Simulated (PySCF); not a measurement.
# Ag(2+) (silver, charge +2) across methods

[Kr] 4d8 5p1, one real determinant (an excited configuration). Calculation: PySCF 2.14, in aug-cc-pVTZ-PP with one added diffuse shell each of s, p, d, f, g type with ECP28MDF (7s7p6d4f3g, 113 functions); a scalar-relativistic core potential.

| method | E (hartree) | mean ε 4d α (eV) | mean ε 4d β (eV) | mean ε 5p α (eV) | Σ⟨r²⟩ (bohr²) | ⟨S²⟩ |
| --- | --- | --- | --- | --- | --- | --- |
| wB97M-V | -145.2476 | -39.668 | -38.133 | -19.542 | 33.55 | 3.751 |
| LDA | -144.9947 | -35.016 | -33.368 | -17.210 | 33.53 | 3.750 |
| r2SCAN | -145.3596 | -35.407 | -33.750 | -17.215 | 33.39 | 3.751 |
| revPBE | -145.3681 | -34.808 | -33.299 | -17.027 | 33.50 | 3.751 |
| PBE0 | -145.3043 | -37.229 | -35.563 | -17.728 | 33.52 | 3.751 |
| UHF | -144.59024 | -43.338 | -41.216 | -19.139 | 33.99 | 3.754 |
| PBEsol | -145.1082 | -34.836 | -33.230 | -17.084 | 33.49 | 3.750 |

Question: Estimate the same row for PBE.

Answer: E (hartree) = -145.3079; mean ε 4d α (eV) = -34.868; mean ε 4d β (eV) = -33.334; mean ε 5p α (eV) = -17.072; Σ⟨r²⟩ (bohr²) = 33.51; ⟨S²⟩ = 3.751.

⟨L²⟩ = 14.01 against 20 for a pure G term, so this real determinant mixes terms. Energies and moments cover only the electrons outside the core potential.
